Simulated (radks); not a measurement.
Question: The mean radii <r> (bohr) of the occupied orbitals of an atom or ion are listed with their occupations. Calculated with a radial shooting solver on a logarithmic mesh with Libxc functionals: Dirac Kohn-Sham, BLYP, spin-unpolarised, spherical densities, finite nucleus; Fermi nuclear charge, rms radius of each element as measured or else 0.836 A^(1/3) + 0.57 fm.

orbital  occ.      <r>
1s1/2       2  0.01966
2s1/2       2  0.08272
2p1/2       2  0.06870
2p3/2       4  0.07618
3s1/2       2   0.2144
3p1/2       2   0.2041
3p3/2       4   0.2176
3d3/2       4   0.1908
3d5/2       6   0.1950
4s1/2       2   0.4439
4p1/2       2   0.4427
4p3/2       4   0.4636
4d3/2       2   0.4561

Name the element and its charge. Open shells, if any, fill j = l - 1/2 first.

Answer: Z = 70, ytterbium, charge +32: Yb32+ in [Kr] 4d2. The 1s radius gives Z: for a bare nucleus <r> = (2 gamma + 1)/(2Z) with gamma = sqrt(1 - (Z/c)^2), 0.01942 bohr for Z = 70, and screening makes it slightly larger (0.01966 here). The occupations add up to 38, and the charge is Z minus that.
